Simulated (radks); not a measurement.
Spherical quantum dot in the effective-mass picture: electrons in a hard-walled sphere of radius 1.96, with a point charge +1 (a donor) at the centre, all in effective atomic units (hartree* = m*/eps^2 hartree, bohr* = eps/m* bohr), one dielectric constant everywhere. Method: non-relativistic Kohn-Sham, LDA (Slater exchange, Perdew-Wang correlation), spin-polarised, spherical densities; computed with a radial shooting solver with Libxc functionals. Levels are named by radial order and angular momentum (1s, 1p, 1d, 2s, ...), and open shells are averaged over m. Each electron was tried in the lowest free levels, single moves between levels near the top were tried too, and the lowest total energy was kept; such a search can miss a lower state. At N = 1 the Hartree and exchange-correlation terms need not cancel, so that row can carry a self-interaction error.

\begin{tabular}{lrrrrrrr}
N & open shells & 2S & E (hartree*) & mu = E(N) - E(N-1) (hartree*) & addition energy mu(N+1) - mu(N) (hartree*) & e(HOMO) (hartree*) & rms radius (bohr*) \\ \hline
1 & 1s(up 1, down 0) & 1 & -0.0498003 & -0.049800 & 0.9660 & 0.32301 & 0.9266 \\
2 & none & 0 & 0.866407 & 0.91621 & 2.265 & 1.2830 & 0.9679 \\
3 & 1p(up 1, down 0) & 1 & 4.04805 & 3.1816 & 0.6609 & 3.5068 & 1.063 \\
4 & 1p(up 2, down 0) & 2 & 7.89057 & 3.8425 & 0.6805 & 4.1811 & 1.112 \\
5 & 1p(up 3, down 0) & 3 & 12.4136 & 4.5230 & 0.8822 & 4.8660 & 1.144 \\
6 & 1p(up 3, down 1) & 2 & 17.8188 & 5.4052 & 0.6487 & 5.7256 & 1.168 \\
7 & 1p(up 3, down 2) & 1 & 23.8728 & 6.0540 & 0.6645 & 6.3847 & 1.187 \\
8 & none & 0 & 30.5912 & 6.7184 & 2.214 & 7.0532 & 1.203 \\
9 & 1d(up 1, down 0) & 1 & 39.5241 & 8.9329 & 0.6343 & 9.2492 & 1.224 \\
10 & 1d(up 2, down 0) & 2 & 49.0913 & 9.5672 & 0.6384 & 9.8859 & 1.242 \\
11 & 1d(up 3, down 0) & 3 & 59.2968 & 10.206 & 0.6408 & 10.526 & 1.257 \\
12 & 1d(up 4, down 0) & 4 & 70.1432 & 10.846 & 0.6422 & 11.167 & 1.270 \\
13 & 1d(up 5, down 0) & 5 & 81.6317 & 11.489 & 0.8256 & 11.810 & 1.281 \\
14 & 1d(up 5, down 1) & 4 & 93.9458 & 12.314 & 0.6256 & 12.626 & 1.291 \\
15 & 1d(up 5, down 2) & 3 & 106.886 & 12.940 & 0.6294 & 13.254 & 1.301 \\
16 & 1d(up 5, down 3) & 2 & 120.455 & 13.569 & 0.6318 & 13.885 & 1.309 \\
17 & 1d(up 5, down 4) & 1 & 134.656 & 14.201 & 0.6334 & 14.517 & 1.316 \\
18 & none & 0 & 149.490 & 14.834 & 1.605 & 15.151 & 1.323 \\
19 & 2s(up 1, down 0) & 1 & 165.929 & 16.439 & 0.9901 & 16.854 & 1.319 \\
20 & none & 0 & 183.358 & 17.429 & 1.156 & 17.849 & 1.313 \\
21 & 1f(up 1, down 0) & 1 & 201.943 & 18.585 & 0.6157 & 18.893 & 1.322 \\
22 & 1f(up 2, down 0) & 2 & 221.144 & 19.201 & 0.6166 & 19.509 & 1.329 \\
23 & 1f(up 3, down 0) & 3 & 240.961 & 19.817 & 0.6173 & 20.126 & 1.337 \\
24 & 1f(up 4, down 0) & 4 & 261.396 & 20.435 & 0.6178 & 20.743 & 1.343 \\
25 & 1f(up 5, down 0) & 5 & 282.449 & 21.052 & 0.6181 & 21.361 & 1.349 \\
26 & 1f(up 6, down 0) & 6 & 304.119 & 21.670 & 0.6182 & 21.980 & 1.355 \\
27 & 1f(up 7, down 0) & 7 & 326.408 & 22.289 & 0.7852 & 22.598 & 1.361 \\
28 & 1f(up 7, down 1) & 6 & 349.482 & 23.074 & 0.6099 & 23.379 & 1.366 \\
29 & 1f(up 7, down 2) & 5 & 373.166 & 23.684 & 0.6109 & 23.989 & 1.371 \\
30 & 1f(up 7, down 3) & 4 & 397.460 & 24.295 & 0.6116 & 24.600 & 1.376 \\
31 & 1f(up 7, down 4) & 3 & 422.367 & 24.906 & 0.6122 & 25.212 & 1.380 \\
32 & 1f(up 7, down 5) & 2 & 447.885 & 25.518 & 0.6126 & 25.825 & 1.384 \\
33 & 1f(up 7, down 6) & 1 & 474.016 & 26.131 & 0.6128 & 26.437 & 1.388 \\
34 & none & 0 & 500.760 & 26.744 & 2.663 & 27.060 & 1.392 \\
35 & 1g(up 1, down 0) & 1 & 530.167 & 29.407 & 0.6028 & 29.708 & 1.397 \\
36 & 1g(up 2, down 0) & 2 & 560.177 & 30.010 & 0.6031 & 30.311 & 1.401 \\
37 & 1g(up 3, down 0) & 3 & 590.790 & 30.613 & 0.6034 & 30.915 & 1.405 \\
38 & 1g(up 4, down 0) & 4 & 622.006 & 31.216 & 0.6036 & 31.518 & 1.409 \\
39 & 1g(up 5, down 0) & 5 & 653.826 & 31.820 & 0.6037 & 32.122 & 1.413 \\
40 & 1g(up 6, down 0) & 6 & 686.250 & 32.424 & 0.6038 & 32.726 & 1.416 \\
41 & 1g(up 7, down 0) & 7 & 719.277 & 33.027 & 0.6039 & 33.329 & 1.420 \\
42 & 1g(up 8, down 0) & 8 & 752.908 & 33.631 & 0.6039 & 33.933 & 1.423 \\
43 & 1g(up 9, down 0) & 9 & 787.144 & 34.235 & 0.7646 & 34.537 & 1.426 \\
44 & 1g(up 9, down 1) & 8 & 822.143 & 35.000 & - & 35.299 & 1.429 \\
\end{tabular}

All shells are closed at N = 2, 8, 18, 20, 34 (there: 1s2 1p6 1d10 2s2 1f14); the second difference of the energy has clear peaks (12 % above both neighbours; the first and last values, which can be the largest, are not judged, and half-filled shells can peak too) at N = 2, 5, 8, 13, 18, 20, 27, 34.
